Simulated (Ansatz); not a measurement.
A nudged elastic band was laid between two geometries of Cl3GaH2 (6 atoms, charge 0, multiplicity 1).

Theory: Ansatz, RKS PBE-D4/def2-SVP.

```json
{"movable images": "5", "climbing image": "yes", "spring": "5.0 eV/Å²", "optimiser": "quadratic models (default)", "start path": "through a guess of the saddle point", "force threshold": "0.03 eV/Å", "iteration limit": "60", "end points": "relaxed"}
```

Initial state:

```xyz
6
Properties=species:S:1:pos:R:3
Ga -0.174 0.608 -0.571
H 1.359 0.583 -0.880
Cl -1.595 -0.439 -1.825
Cl -1.041 2.112 0.722
H 1.368 -1.485 1.190
Cl 0.084 -1.379 1.363
```

Final state:

```xyz
6
Properties=species:S:1:pos:R:3
Ga -0.799 0.070 0.104
H 1.727 0.124 -0.501
Cl -1.267 -0.454 -1.919
Cl -0.707 2.136 0.665
H 1.712 -0.420 0.047
Cl -0.665 -1.456 1.604
```

(1) Which bonds break or form, and what moves?

(2) Give the energies along the band, and the barrier.

(3) What is the geometry of the highest image?

(4) What are the harmonic wavenumbers there?

The band took 7 iterations and of the order of 2.3 core-minutes.

Answers

(1) Bonds broken: Ga1–H2, H5–Cl6. Bonds formed: H2–H5. Cl3GaH2 becomes Cl3Ga + H2.

(2) It converged. The highest image is number 3 of 0 to 6, 10.3 kcal/mol above the first end and 25.0 kcal/mol above the last; the last end lies 14.7 kcal/mol below the first. A vibrational analysis at the climbing image gives one clearly imaginary mode, 776i cm⁻¹: a first-order saddle point. The orbitals stay closed-shell, which can raise the energy where a bond breaks towards radicals; this wasn't checked here.

```tsv
image	path coordinate (Å)	energy (kcal/mol)	Ga1–H2 (Å)	H5–Cl6 (Å)	H2–H5 (Å)
0	0.00	0.0	1.56	1.30	2.93
1	0.49	1.0	1.57	1.30	2.27
2	0.98	4.1	1.59	1.33	1.68
3	1.47	10.3	1.70	1.55	1.13
4	1.95	-2.7	1.97	2.00	0.84
5	2.43	-13.1	2.30	2.49	0.78
6	2.90	-14.7	2.60	3.02	0.77
```

(3) 
```xyz
6
Properties=species:S:1:pos:R:3:forces:R:3
Ga -0.324 0.336 -0.266 0.00 0.00 0.00
H 1.356 0.064 -0.360 0.00 0.00 0.00
Cl -1.429 -0.469 -1.920 0.00 0.00 0.00
Cl -0.855 2.171 0.711 0.00 0.00 0.00
H 1.126 -0.692 0.449 0.00 0.00 0.00
Cl 0.126 -1.410 1.387 0.00 0.00 0.00
```

(4) 776i, 92, 112, 146, 379, 388, 402, 455, 975, 1002, 1385, 1685 cm⁻¹.

Run time: 70 s on 2 threads of Arm Neoverse V1, on a shared host, peak memory 0.15 GiB.
